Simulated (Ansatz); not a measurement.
Consider the substitution at a C–Mg bond: `C[CH](C)[Mg][F]` + `[OH][Ge][F]` → `CC(C)[O][Ge][F]` + `[F][MgH]`.

Calculated with Ansatz (gas phase, PBE0-D4/def2-TZVP geometries, no zero-point term in ΔE). CBS: MP2 limit from def2 TZ/QZ plus the TZ coupled-cluster correction, frozen cores. For Ge, Mg outer-core shells are correlated without core-valence functions, which leaves a few kJ/mol of doubt a bond. Scalar relativity is left out up to krypton. Each species was taken in one conformer, which may not be the lowest.

`C[CH](C)[Mg][F]`:

Cartesian coordinates in Å:
```
C -1.315 -0.486 0.002
C 0.099 -0.074 -0.405
C 0.407 1.340 0.083
Mg 1.555 -1.476 0.179
F 2.771 -2.652 0.668
H -1.606 -1.459 -0.405
H -2.059 0.244 -0.350
H -1.429 -0.543 1.090
H 0.139 -0.063 -1.503
H 1.378 1.706 -0.265
H 0.410 1.407 1.176
H -0.350 2.057 -0.269
```

`[OH][Ge][F]`:

Z-matrix (Å, degrees):
```
O
Ge 1 1.771
H 1 0.964 2 113.8
F 2 1.767 1 97.0 3 0.0
```

`CC(C)[O][Ge][F]`:

Cartesian coordinates in Å:
```
C 0.387 0.188 -1.313
C 0.041 -0.682 -0.120
C -1.236 -0.245 0.570
O 1.126 -0.734 0.803
Ge 1.960 0.459 1.791
F 1.069 1.932 1.361
H 1.321 -0.145 -1.770
H -0.401 0.125 -2.067
H 0.493 1.231 -1.010
H -0.083 -1.716 -0.465
H -2.082 -0.322 -0.117
H -1.440 -0.882 1.433
H -1.156 0.791 0.905
```

`[F][MgH]`:

Z-matrix (Å, degrees):
```
Mg
F 1 1.756
H 1 1.687 2 180.0
```

| species | CCSD(T)/CBS(def2) energy (Eh) |
| --- | --- |
| `C[CH](C)[Mg][F]` | -418.11940 |
| `[OH][Ge][F]` | -2251.74560 |
| `CC(C)[O][Ge][F]` | -2369.51715 |
| `[F][MgH]` | -300.33731 |

(1) Work out ΔE.

Largest T1 diagnostic among the species: 0.015.

Results:

(1) ΔE = (-2369.51715) + (-300.33731) − (-418.11940) − (-2251.74560) = 0.01054 Eh = +27.7 kJ/mol.

From PBE to PBE0 (25 % exact exchange), in def2-TZVPP and without D4, ΔE moves by −3.6 kJ/mol. The D4 term adds −11.6 kJ/mol with B3LYP and −6.5 kJ/mol with PBE0; it sums over pairs of atoms, weighted by their polarisabilities, and B3LYP, whose exchange is more repulsive, gets the larger term.

B3LYP here is the variant with VWN-RPA as its local correlation; programs differ in this.
